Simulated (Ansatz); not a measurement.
System: C2H5Ga, charge 0, singlet. C2H5Ga (SMILES [CH](=C)[GaH2]).
B3LYP-D3(BJ)/def2-TZVP minimum from Ansatz (a first-principles code):
```
C
C 1 1.3353
H 2 1.0860 1 121.84
H 2 1.0871 3 115.51 1 180.00
H 1 1.0874 2 117.70 3 180.00
Ga 1 1.9596 5 121.11 2 -180.00
H 6 1.5704 1 121.62 5 0.00
H 6 1.5728 7 121.37 1 -180.00
```

Wanted: atomisation energy (electronic, to ground-state atoms), in kJ/mol. Open shells are spin-unrestricted; no spin-orbit coupling. Correlated methods leave the cores frozen (noble-gas shells, and filled d and f shells in the p block). No relativity. CBS(X,Y): correlation extrapolated as X^-3, Hartree-Fock from the larger set. A bracket is a step between two methods taken in the basis named. Double hybrids freeze cores in their MP2 part. Where a partner has so few electrons that a lower coupled-cluster level is exact, that level stands in.

CCSD(T)/CBS(cc-pVTZ,cc-pVQZ) + [CCSDT(Q) - CCSD(T)]/cc-pVDZ (Ansatz) gives 2700.1 kJ/mol.

Question: What does PBE/def2-TZVPD (Ansatz) give here, and how do the other levels compare?

Answer: PBE gives 2725.0 kJ/mol, 24.9 kJ/mol above it. Differences of the others: r2SCAN/def2-TZVPD (Ansatz) 11.5; PBE0/def2-TZVPD (Ansatz) -2.6; wB97M-V/def2-TZVPD (Ansatz) 5.3; B2PLYP/def2-TZVPD (Ansatz) -35.5; CCSD(T)/CBS(cc-pVTZ,cc-pVQZ) (Ansatz) -2.1 kJ/mol.
